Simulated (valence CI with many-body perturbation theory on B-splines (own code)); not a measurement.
# Ru XXIX: fill in the table

Calculated by configuration interaction combined with many-body perturbation theory (CI+MBPT): six valence electrons over a frozen Dirac-Fock core [Ne], a basis of 9 s, 9 p, 8 d, 6 f, 3 g, 1 h functions for each j, with the one-electron correlation potential Σ1 (screened to all orders), the two-electron term Σ2, the three-electron term Σ3, Breit, model QED; selected single and double excitations, second order for the rest, scaled by the run's own slope (own B-spline code, finite nucleus).

No measured spectrum was set against this ion. As an estimate, large intervals hold to a few tenths of a per cent, small ones and those within an open d or f shell to about a per cent. Among the levels kept, up to 1500 cm⁻¹ of a level comes from second order outside the variational space, and about a tenth of that is noise between levels of different J, which matters for small intervals.

```tsv
Level	E (cm⁻¹)
(3s^2 3p1/2^2 3p3/2^2) J=2	0
(3s^2 3p1/2^2 3p3/2^2) J=0	73028
(3s^2 3p1/2 3p3/2^3) J=1	?
(3s^2 3p1/2 3p3/2^3) J=2	?
(3s^2 3p3/2^4) J=0	?
(3s 3p1/2^2 3p3/2^3) J=2	852870
(3s^2 3p1/2^2 3p3/2 3d3/2) J=1 [a]	905800
(3s^2 3p1/2^2 3p3/2 3d3/2) J=2	947760
(3s^2 3p1/2^2 3p3/2 3d3/2) J=0	959890
(3s^2 3p1/2^2 3p3/2 3d3/2) J=3	?
(3s^2 3p1/2^2 3p3/2 3d5/2) J=4	?
(3s^2 3p1/2^2 3p3/2 3d3/2) J=1 [b]	1009900
(3s^2 3p1/2^2 3p3/2 3d5/2) J=2	1045200
(3s 3p1/2 3p3/2^4) J=0	1082700
(3s^2 3p1/2^2 3p3/2 3d5/2) J=3	?
(3s 3p1/2 3p3/2^4) J=1	1122900
(3s^2 3p1/2 3p3/2^2 3d3/2) J=1 [a]	1131700
(3s^2 3p1/2 3p3/2^2 3d3/2) J=2 [a]	1144200
(3s^2 3p1/2 3p3/2^2 3d3/2) J=0	1154700
(3s^2 3p1/2 3p3/2^2 3d3/2) J=3 [a]	1166400
```

Levels are named by their leading jj configuration (3d3/2^4 stands for four electrons in 3d with j = 3/2), which in mixed levels can hold well under half, so a name can repeat and another be missing. Letters in brackets count levels of one name in rising energy.

**Question.** The levels stand in rising order. What does the calculation give for the missing energies?

**Answer.** (3s^2 3p1/2 3p3/2^3) J=1 222060; (3s^2 3p1/2 3p3/2^3) J=2 266900; (3s^2 3p3/2^4) J=0 523380; (3s^2 3p1/2^2 3p3/2 3d3/2) J=3 961640; (3s^2 3p1/2^2 3p3/2 3d5/2) J=4 1005200; (3s^2 3p1/2^2 3p3/2 3d5/2) J=3 1097300.
